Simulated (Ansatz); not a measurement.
The cluster Si2W. Total charge 0; triplet. Geometry r2SCAN-D4/def2-TZVP; atoms count from 1.

```xyz
3

W     1.1195    0.5305    0.4258
Si   -1.0440    0.8119   -0.2817
Si   -0.0755   -1.3424   -0.1441
```

In the def2 sets W takes a core potential; there is no spin–orbit coupling. The charge 0 triplet is spin-contaminated (final ⟨S²⟩ up to 2.13, 2.00 for a pure state). The structure comes from a short search, and lower isomers may exist.

Estimate the Mulliken populations from the PBE0/def2-TZVP orbitals of Ansatz.


```tsv
atom	charge (e)	spin (α − β)	d electrons
W1	0.20	2.59	4.69
Si2	-0.10	-0.29	–
Si3	-0.10	-0.29	–
```
Mulliken values depend strongly on the basis.

Where does the spin sit?

Summed by element: W 2.59, Si -0.59, of 2 unpaired in all. Largest on single atoms: W1 2.59, Si2 -0.29, Si3 -0.29.

And the Mayer bond orders between heavy atoms (over 0.3)?

W1–Si2 2.03 (2.29 Å); W1–Si3 2.03 (2.29 Å); Si2–Si3 0.94 (2.37 Å).
